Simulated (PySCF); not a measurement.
Several structures and their simulated spectra, in scrambled order.

A. `InChI=1S/C4H4F4/c5-3-1-2-4(6,7)8/h1-2H,3H2/b2-1+`
B. SMILES C[C@H](F)C(F)=C(F)F
C. `InChI=1S/C4H4F4/c5-2-3(6)1-4(7)8/h2,4H,1H2/b3-2+`

Spectrum 1. 1H NMR (500 MHz, computed): δ 7.67 (m, 1H), 6.38 (m, 1H), 3.06 (m, 2H). 13C{1H} NMR (computed): δ 160.2 (C), 152.1 (CH), 119.5 (CH), 37.5 (CH2).

Spectrum 2. 1H NMR (500 MHz, computed): δ 5.49 (m, 1H), 1.65 (m, 3H). 13C{1H} NMR (computed): δ 167.9 (C), 141.6 (C), 90.7 (CH), 22.7 (CH3).

Spectrum 3. 1H NMR (500 MHz, computed): δ 6.53 (m, 1H), 6.21 (m, 1H), 5.45 (m, 2H). 13C{1H} NMR (computed): δ 144.3 (CH), 132.2 (C), 125.7 (CH), 84.9 (CH2).

[PySCF 2.14: coordinates at the GFN2-xTB level; σ from GIAO-PBE0/pcSseg-1; no solvent model; one computed conformer; non-relativistic; averaged over atoms made equivalent by symmetry, fast rotation or ring inversion]

Referencing at the same level of theory: TMS for 1H and 13C. Splittings of carbon signals by F and P are missing where no couplings were computed. Where no couplings were computed, multiplicities follow the n + 1 count of equivalent neighbours, and m marks all less simple cases (inequivalent or close neighbours, rings, F or P nearby). Shifts are as computed. Against solution values, carbons near 30 ppm lie about +3 ppm off and those near 130 ppm about +5 ppm. Of 1309 compounds with measured shifts, 239 miss one by over three times the rms of a fit or turn the order of signals round; such compounds aren't used in these exercises.

Which spectrum belongs to which compound?

Results:

1–C, 2–B, 3–A.

- Spectrum 1 (C): 4 13C signals; δC 160.2 is a fully substituted alkene carbon; δC 152.1 is an alkene CH.
- Spectrum 2 (B): 4 13C signals; δC 141.6 is a fully substituted alkene carbon; δC 90.7 is an allylic sp3 CH bonded to F.
- Spectrum 3 (A): 4 13C signals; δC 144.3 is an alkene CH; δC 132.2 is a CF3 carbon.
